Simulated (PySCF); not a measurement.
One entry of a table of gas-phase calculations, keyed by method. Lists by class give the value and the number of equivalent atoms.

```json
{
 "formula": "C4H11OPSi2",
 "smiles": "CC(=O)/C=C/[Si@H]([SiH3])P",
 "charge": 0,
 "multiplicity": 1,
 "geometry_level": "GFN2-xTB",
 "atoms_angstrom": [
  ["C", 3.731, 0.085, -0.717],
  ["C", 2.594, 0.128, 0.273],
  ["O", 2.76, 0.046, 1.47],
  ["C", 1.257, 0.267, -0.341],
  ["C", 0.138, 0.122, 0.37],
  ["Si", -1.612, 0.186, -0.336],
  ["Si", -3.161, 0.836, 1.282],
  ["P", -1.9, -1.883, -1.196],
  ["H", 4.677, -0.046, -0.198],
  ["H", 3.577, -0.739, -1.411],
  ["H", 3.751, 1.01, -1.29],
  ["H", 1.226, 0.466, -1.403],
  ["H", 0.271, -0.087, 1.427],
  ["H", -1.557, 1.04, -1.539],
  ["H", -3.115, -0.038, 2.458],
  ["H", -2.943, 2.206, 1.743],
  ["H", -4.526, 0.757, 0.751],
  ["H", -3.283, -1.814, -1.213],
  ["H", -1.893, -2.53, 0.028]
 ],
 "electronic_structure_code": "PySCF",
 "results": {
  "GFN2-xTB geometry": {
   "point_group": "C1",
   "rotational_constants_GHz": [1.66, 0.511, 0.423]
  },
  "PBE0/pcSseg-1 ground state and GIAO shieldings, non-relativistic": {
   "dipole_D": 2.18,
   "homo_eV": -7.37,
   "lumo_eV": -2.05,
   "shift_vs_computed_TMS_C_by_class_ppm": [
    [197.5, 1],
    [150.6, 1],
    [149.5, 1],
    [33.7, 1]
   ],
   "shift_vs_computed_TMS_H_by_class_ppm": [
    [7.59, 1],
    [6.93, 1],
    [4.7, 1],
    [3.62, 3],
    [2.26, 3],
    [1.09, 2]
   ],
   "shielding_other_nuclei_by_class_ppm": [
    ["O", -309.7, 1],
    ["Si", 404.8, 1],
    ["Si", 459.3, 1],
    ["P", 608.6, 1]
   ],
   "charges_hirshfeld_e_by_atom": [-0.12, 0.16, -0.23, -0.05, -0.11, 0.22, 0.22, -0.01, 0.05, 0.06, 0.06, 0.05, 0.04, -0.08, -0.07, -0.07, -0.07, -0.01, -0.01]
  }
 }
}
```

The rotational constants make it an asymmetric top with κ = (2B − A − C)/(A − C) = -0.86, nearer the prolate limit (−1). With B = h/(8π²I), that is 505.379 GHz u Å² over I, the principal moments of inertia are 304.5, 988.1 and 1195.4 u Å² (most abundant isotopes). The dipole equals about 7.3 × 10⁻³⁰ C·m (1 D = 3.33564 × 10⁻³⁰ C·m).

 NMR classes are plain means over equivalent atoms (diastereotopic ones count apart unless rotation or inversion swaps them), as if these changed places fast; in this geometry the members of some classes differ.

For the NMR shielding job (PBE0/pcSseg-1), hardware: one thread, Arm Neoverse N1 (aarch64), on a shared host. Cost: 78 s wall, 0.94 GiB resident at most.

The values belong to the conformer `[CH3:1][C:2](=[O:3])/[CH:4]=[CH:5]/[Si@H:6]([SiH3:7])[PH2:8]`: C1–C2–C4–C5 170°, C4–C5–Si6–Si7 -154°, H–P8–Si6–C5 160°, H–P8–Si6–C5 67°.
